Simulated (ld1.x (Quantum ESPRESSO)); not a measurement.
Bi, TM: configuration errors across variants

ld1.x (Quantum ESPRESSO) 7.5 input, shortened:

```
&input
   title='Bi', zed=83., rel=1, dft='PBESOL', iswitch=3,
   config='[Xe] 4f14 5d10 6s1.5 6p3.5 6d-2'
 /
 &inputp
   pseudotype=2, tm=.true., lloc=1,
   nlcc=.true., new_core_ps=.true.
 /
3
6S  1  0   1.50   0.00  1.65  1.65  0.0
6D  3  2  -2.00  -0.15  2.15  2.15  0.0
6P  2  1   3.50   0.00  2.35  2.35  0.0
 &test
   configts(1)='6s1.5 6p3.5'
 /
```

All-electron excitation energies from the reference (eV): (1) 6s2 6p3 -5.014; (2) 6s2 6p2 2.935; (3) 6s2 6p1 18.226; (4) 6s0 6p5 15.561; (5) 6s2 6p3.3 -6.114; (6) 6s1 6p3 13.792; (7) 6s2 6p0 41.583.

The default core radius of the base comes out at 1.79 bohr.

3 further variants failed, have other tests or too few solved ones, and are left out.

A true bound ghost makes a file unfit for plane-wave use even where its test errors are small: the radial tests pick states by their node count and pass the ghost by.

Errors AE − PS in meV (a dash: test not solved or not reliable):

| change | (1) | (2) | (3) | (4) | (5) | (6) | (7) | bound ghosts |
| --- | --- | --- | --- | --- | --- | --- | --- | --- |
| base | -7.2 | -9.5 | -52 | -79 | -7.9 | -30 | -204 | d |
| wave 6d channel at -0.15 Ry: rc 2.15 bohr becomes 6d channel at -0.15 Ry: rc 2.26 bohr | -7.2 | -9.5 | -52 | -79 | -7.9 | -30 | -204 | d |
| local potential the s channel | -7.2 | -9.4 | -51 | -79 | -7.9 | -30 | -204 | d |
| wave 6d channel at -0.15 Ry: rc 2.15 bohr becomes 6d channel at 0.18 Ry: rc 2.15 bohr | -7.2 | -9.5 | -52 | -79 | -7.9 | -30 | -204 | d |
| core correction none | +3.0 | -2.4 | -22 | +36 | +3.1 | -5.9 | -21 | d |

Task: Give the same row for: wave 6p (bound): rc 2.35 bohr becomes 6p (bound): rc 1.74 bohr.

Result: -4.2, -5.0, -43, -39, -4.3, -18, -229; bound ghosts: s, d.
